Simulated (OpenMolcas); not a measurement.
# Mn³⁺: effect of the IPEA shift

```json
{"Program": "OpenMolcas", "Basis": "ANO-RCC-VTZP [6s5p3d2f1g]", "Scalar Hamiltonian": "DKH2, point nucleus", "Active space": "4 electrons in 9 orbitals (RAS2 3d 4s; RAS3 4p, at most 2 electrons)", "State averaging": "2S+1 = 5 even, 15 roots; 2S+1 = 3 even, 90 roots kept (CI in the orbitals of an earlier block); 2S+1 = 1 even, 78 roots kept (CI in the orbitals of an earlier block); 2S+1 = 5 odd, 9 roots (0 in the spin-orbit step); 2S+1 = 3 odd, 5 roots kept (CI in the orbitals of an earlier block, 0 in the spin-orbit step)", "Spin-orbit coupling": "state interaction with AMFI integrals over the reference wave functions, term energies averaged over their components"}
```

Methods on the same reference wave functions:
A. RASSCF
B. MS-RASPT2, IPEA 0 Eh, imaginary shift 0.1 Eh (closed shells correlated: 3s 3p)
C. MS-RASPT2, IPEA 0.25 Eh, imaginary shift 0.1 Eh (closed shells correlated: 3s 3p)

Energies in cm-1 above 3d4 5D0, the measured ground level; measured values from Corliss and Sugar, J. Phys. Chem. Ref. Data 6, 1253 (1977).

| Level | A | B | C | Measured |
| --- | --- | --- | --- | --- |
| 3d4 5D0 | 0.0 | 0.0 | 0.0 | 0.0 |
| 3d4 5D1 | 108 | 110 | 110 | 99.0 |
| 3d4 5D2 | 318 | 324 | 323 | 287 |
| 3d4 5D3 | 623 | 630 | 629 | 552 |
| 3d4 5D4 | 1013 | 1018 | 1017 | 886 |
| 3d4 3H4 | 24654 | 21350 | 21860 | 21281 |
| 3d4 3H5 | 24883 | 21590 | 22110 | 21475 |
| 3d4 3H6 | 25138 | 21860 | 22370 | 21679 |
| 3d4 3P0(1) | 26124 | 20190 | 20910 | 20654 |
| 3d4 3P1(1) | 26771 | 20860 | 21580 | 21279 |
| 3d4 3P2(1) | 27932 | 22010 | 22730 | 22325 |
| 3d4 3F2(1) | 28132 | 22560 | 23320 | 22791 |
| 3d4 3F3(1) | 28211 | 22640 | 23390 | 22862 |
| 3d4 3F4(1) | 28335 | 22770 | 23520 | 22959 |
| 3d4 3G3 | 31021 | 25490 | 26080 | 25440 |
| 3d4 3G4 | 31295 | 25770 | 26360 | 25671 |
| 3d4 3G5 | 31528 | 26010 | 26600 | 25878 |
| 3d4 1I6 | 37140 | 32700 | 32970 |  |
| 3d4 1G4(1) | 38852 | 31680 | 32180 |  |
| 3d4 3D3 | 39989 | 31210 | 31980 | 31385 |
| 3d4 3D2 | 40077 | 31310 | 32080 | 31474 |
| 3d4 3D1 | 40177 | 31400 | 32170 | 31581 |
| 3d4 1S0(1) | 44918 | 33580 | 34520 |  |
| 3d4 1D2(1) | 48284 | 40270 | 40650 |  |

Deviations, from unrounded energies. A percentage is the sum of absolute deviations over the sum of measured energies, with the sign that they share, or ± where signs differ.

```csv
Against measurement,Levels,A,B,C
mean absolute deviation (cm-1),19,4500,170,450
fine structure of the ground term (%),4,+13.1,+14.1,+14.0
other terms of the ground configuration (%),15,+23.2,±0.8,+2.3
```

B lies closest to measurement on these levels and A furthest from it. The largest miss of B in the table is 3d4 3P0(1), by -470 cm-1. The ranking rests on the paired levels alone, and a cruder setting can come out closer through cancelling errors.

Between B and C the level of the table that moves most is 3d4 1S0(1), by 940 cm-1 (lowest in B, highest in C). Moves below CASPT2's spread within the term are not significant.

The mean deviations of B to C differ by less than CASPT2's widest spread within a term (550 cm-1), so their order carries little weight.

From A to B the spin-free energies of the other terms of 3d4 shown, above 5D, scale by factors of 0.74 to 0.88, as is usual when dynamic correlation screens the repulsion within a d or f shell.

The lowest spin-free term lies below A's lowest term by 0.391 hartree in B, 0.384 hartree in C.

CASPT2 does not keep the components of a term degenerate, so their means are used; among the terms shown or strongly mixed into the levels shown the widest spread is 550 cm-1 (3d4 1I, B). Some high roots are left out of the spin-orbit mixing, which shifts the levels that they would mix with. Terms from blocks run as CI alone lack orbitals of their own. Without dynamic correlation excited terms often stand tens of per cent too high (terms of higher spin than the ground term too low), and those without a measured partner can miss by more than the paired ones (holds for A). Blocks of more than 70 roots (2S+1 = 3 even, 1 even) ran without multistate coupling (holds for B; C). The CASPT2 spread within a term exceeds the gap to the next term for 3d4 3D and 3d4 1G(1), so the order of their levels is uncertain (holds for C). Measured partners are found by configuration, term and J. A level has none where our copy of the source lacks it or the pairing is in doubt (some pairs that miss far off the trend of their configuration count as doubtful), and it then counts in no deviation. Only configurations of the active space appear. Levels that lie high or do not pair safely by name in every column are left out.

A number in round brackets counts repeated terms of one configuration in the order of the reference energies.
